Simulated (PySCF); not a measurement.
Si(Cl)2(Me)(SiH3) (CH₆Cl₂Si₂), SMILES C[Si]([SiH3])(Cl)Cl. The structure is a stationary point at TPSSh-D3(BJ)/def2-SVP.

Computed equilibrium geometry at TPSSh-D3(BJ)/def2-SVP (PySCF confirms it by a frequency run) as a Z-matrix, and its point group:
point group Cs.
```
Si
C 1 1.8685
H 2 1.1015 1 110.06
H 2 1.1017 3 108.64 1 -120.84
H 2 1.1017 3 108.64 4 -118.31
Cl 1 2.0845 2 108.44 3 58.65
Cl 1 2.0845 2 108.44 3 -58.65
Si 1 2.3400 2 116.52 3 180.00
H 8 1.4867 1 109.01 2 -180.00
H 8 1.4896 9 109.64 1 120.14
H 8 1.4896 9 109.64 10 119.72
```
Charge 0, spin multiplicity 1.
